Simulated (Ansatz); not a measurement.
`OCC1=CB1`. The species carries charge 0 and has multiplicity 1.

Cartesian coordinates in Å:
```
O -1.993 -0.527 -0.385
C -0.840 -0.749 0.389
C 0.283 0.146 0.068
C 1.515 0.493 0.495
B 1.026 1.154 -0.711
H -1.708 -0.272 -1.267
H -1.127 -0.623 1.438
H -0.482 -1.786 0.285
H 2.194 0.255 1.303
H 1.133 1.909 -1.614
```

(1) List the harmonic frequencies (cm⁻¹, unscaled) at PBE0-D4/def2-TZVP in Ansatz. (An estimate is asked.)

(2) Is this a minimum?

(3) Give the ideal-gas thermochemistry at 298.15 K and 1 bar (rigid rotor, harmonic oscillator; point group C1, symmetry number 1).

(4) Rotational constants (cm⁻¹)?

Results:

(1) Ansatz gave: 104, 169, 235, 348, 513, 720, 754, 862, 899, 957, 1004, 1107, 1214, 1234, 1255, 1328, 1411, 1467, 1684, 2754, 2987, 3077, 3232, 3856.

(2) Yes, all 24 modes are real.

(3) Zero-point energy 198.4 kJ/mol; H(298) − E = 215.9 kJ/mol; entropy 311.6 J/(mol·K), of which translation 161.5, rotation 105.2, vibration 44.9; G(298) − E = 123.0 kJ/mol.

(4) 0.5244, 0.114, 0.09566.
